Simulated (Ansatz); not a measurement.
Reactions of `FC(F)CBr`.

Gas-phase electronic energies from Ansatz, PBE0-D4/def2-TZVP geometries. CCSD(T)/CBS adds triple-zeta CCSD(T) − MP2 to the extrapolated MP2 energy (def2 sets, frozen cores). This one scheme is used for every species. For Br outer-core shells are correlated without core-valence functions, which leaves a few kJ/mol of doubt a bond. Scalar relativity is left out up to krypton. One conformer a species, not always the lowest.

| reaction | HF/CBS(def2) (kJ/mol) | CCSD(T)/CBS(def2) (kJ/mol) |
| --- | --- | --- |
| `FC(F)CBr` + H–F → `FCC(F)F` + HBr | 4 | 34 |
| `FC(F)CBr` + `CBr` → `BrCCBr` + `FCF` | 4 | 0 |
| `FC(F)CBr` → `F[C]F` + `CBr` | 209 | 245 |
| `FC(F)CBr` + SiH₄ → `FC([SiH3])CBr` + H–F | 4 | -31 |

Largest T1 diagnostic: 0.017, for `F[C]F`.
